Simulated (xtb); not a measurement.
(3R,4R)-3,4-difluorocyclobutene (C4H4F2), SMILES F[C@@H]1C=C[C@H]1F. All values are semi-empirical tight-binding results from xtb (GFN2-xTB unless named), good for trends rather than for accurate numbers. Geometry: GFN2-xTB.

Computed properties:
```json
{
  "point_group_as_xtb_finds_it": "C2",
  "orbital_gap": "5.12 eV",
  "dipole_moment": "2.16 D",
  "zero_point_energy": "43.4 kcal/mol",
  "G − E(el) at 298.15 K (modified RRHO)": "25.7 kcal/mol",
  "static polarisability (D4 model)": "46.6 bohr³",
  "solvation energy, GFN2-xTB/ALPB(water)": "-3.0 kcal/mol",
  "solvation energy, GFN2-xTB/ALPB(methanol)": "-4.3 kcal/mol"
}
```

Computed IR lines (harmonic; lines under 4 % of the strongest left out, lines within 3 cm⁻¹ merged):
ν (cm⁻¹): 165 (w), 302 (w), 596 (w), 726 (w), 859 (s), 974 (w), 1037 (w), 1063 (vs), 1131 (m), 1164 (w), 1228 (m), 1268 (m), 1295 (m), 2959 (m), 3146 (w), 3164 (w) (against the strongest line: vs over 80 %, s over 45 %, m over 15 %, w over 4 %, vw less)
